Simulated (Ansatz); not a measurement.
Frontier orbitals of C3H8Si, SMILES `[SiH3]C1CC1`.

Cartesian coordinates in Å:
```
Si 0.472 -0.812 1.377
C -0.127 0.536 0.256
C -0.998 0.196 -0.928
C 0.408 0.636 -1.152
H 1.738 -0.432 2.061
H -0.536 -1.144 2.420
H 0.722 -2.027 0.552
H -0.348 1.487 0.731
H -1.241 -0.845 -1.104
H -1.795 0.886 -1.178
H 1.127 -0.106 -1.480
H 0.576 1.627 -1.554
```

Charge 0, multiplicity 1. All single points use the PBE0-D4/def2-TZVP geometry. Basis def2-TZVPP, the Gaussian-basis code of Ansatz.

```
 functional  HOMO (eV)  LUMO (eV)  gap (eV)
LDA (SPW92)      -7.20      -0.17      7.03
        PBE      -7.06       0.05      7.11
       PBE0      -8.31       0.87      9.18
      B3LYP      -8.08       0.64      8.72
    r2SCAN0      -8.47       1.18      9.65
    ωB97M-V     -10.57       2.42     12.99
```

From PBE to PBE0 the HOMO moves by −1.25 eV and the LUMO by +0.82 eV, and with ωB97M-V by −3.51 and +2.37 eV, so the gap grows from 7.11 to 12.99 eV with exact exchange. A positive LUMO is unbound and depends on the basis.

B3LYP here is the variant with VWN-RPA as its local correlation; programs differ in this.
